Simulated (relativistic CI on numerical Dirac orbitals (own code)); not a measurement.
Tm³⁺: 4f valence photoemission

Computed with this model: Dirac-Coulomb-Breit CI, orbitals from a KLI potential per configuration, QED by a radiative potential, multiplet model of photoemission in the sudden approximation, unscaled Slater integrals; configurations [Xe] 4f12 → [Xe] 4f11; 300 K; Lorentzian 0.1 eV and Gaussian 0.3 eV FWHM. Energies are those of the free ion, without screening or charge transfer. The energies are binding energies and can lie tens of eV above those of solids. S is read from ⟨S²⟩ = S(S + 1).

Field parameters in Wybourne normalisation; cubic f-shell fields have B⁴₄ = √(5/14) B⁴₀ and B⁶₄ = −√(7/2) B⁶₀. The field is a parameter set, without covalency.

free ion: ground-state S = 1.00, centroid 41.63 eV. Peaks (eV, height): 38.2 (100), 39.1 (37), 39.7 (23), 40.7 (19), 41.2 (32), 41.9 (17), 42.5 (86), 43.7 (7), 44.8 (79), 47.1 (10).

Oh, B40 = -2390, B60 = 400 cm⁻¹: ground-state S = 1.00, centroid 41.63 eV. Peaks (eV, height): 38.2 (100), 39.1 (35), 39.7 (24), 40.7 (18), 41.2 (31), 42.0 (18), 42.5 (83), 43.8 (7), 44.9 (71), 47.2 (9).

Strongest unbroadened transitions for Oh, B40 = -2390, B60 = 400 cm⁻¹:

| Energy (eV) | Relative strength |
| --- | --- |
| 38.17 | 50.2 |
| 38.18 | 100.0 |
| 38.22 | 32.5 |
| 38.23 | 62.2 |
| 39.12 | 39.1 |
| 39.70 | 27.2 |
| 41.23 | 59.2 |
| 42.40 | 32.0 |
| 42.41 | 39.9 |
| 42.47 | 22.4 |
| 42.53 | 23.1 |
| 42.54 | 22.8 |
| 42.60 | 25.3 |
| 44.81 | 27.0 |
| 44.82 | 39.4 |
| 44.83 | 33.7 |
| 44.84 | 33.2 |
| 45.07 | 21.7 |
